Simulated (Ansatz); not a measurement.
C3H12N2Si, SMILES `C[Si](C)(C)NN`. Total charge 0; spin multiplicity 1. The structure was optimised at the PBE0-D4/def2-TZVP level. It is one conformer, not always the lowest.

```xyz
18

C     0.545   -1.669    0.561
Si    0.195    0.119    0.113
C     1.134    1.272    1.245
C     0.681    0.371   -1.677
N    -1.477    0.510    0.311
N    -2.529   -0.171   -0.334
H    -0.049   -2.359   -0.046
H     1.597   -1.918    0.393
H     0.316   -1.866    1.612
H     0.950    2.318    0.985
H     2.210    1.094    1.170
H     0.848    1.125    2.290
H     0.550    1.414   -1.976
H     0.075   -0.249   -2.344
H     1.727    0.097   -1.844
H    -1.815    1.034    1.100
H    -2.530    0.054   -1.321
H    -2.426   -1.176   -0.238
```

(1) What is the dipole moment at r2SCAN/def2-TZVPP? (Estimate.)

(2) And with PBE, B3LYP, ωB97M-V? (An estimate is asked.)

(3) Give the Mulliken charges with r2SCAN, PBE, B3LYP in def2-TZVPP. (Best estimate.)

## Answers

(1) Computed: 0.92 D, with components (0.78, -0.44, -0.20) D in this frame, pointing from negative to positive charge.

(2) Computed: PBE 0.87 D, B3LYP 0.93 D, ωB97M-V 0.94 D.

(3) The calculation gave: 
| atom | r2SCAN | PBE | B3LYP |
| --- | --- | --- | --- |
| C1 | -0.31 | -0.37 | -0.39 |
| Si2 | 0.49 | 0.38 | 0.51 |
| C3 | -0.34 | -0.40 | -0.41 |
| C4 | -0.30 | -0.36 | -0.39 |
| N5 | -0.30 | -0.25 | -0.28 |
| N6 | -0.30 | -0.29 | -0.27 |
| H7 | 0.05 | 0.08 | 0.08 |
| H8 | 0.07 | 0.09 | 0.09 |
| H9 | 0.07 | 0.10 | 0.09 |
| H10 | 0.08 | 0.10 | 0.10 |
| H11 | 0.07 | 0.10 | 0.09 |
| H12 | 0.07 | 0.10 | 0.09 |
| H13 | 0.07 | 0.10 | 0.10 |
| H14 | 0.06 | 0.08 | 0.08 |
| H15 | 0.07 | 0.09 | 0.09 |
| H16 | 0.16 | 0.15 | 0.14 |
| H17 | 0.16 | 0.15 | 0.14 |
| H18 | 0.15 | 0.14 | 0.13 |

B3LYP here is the variant with VWN-RPA as its local correlation; programs differ in this.
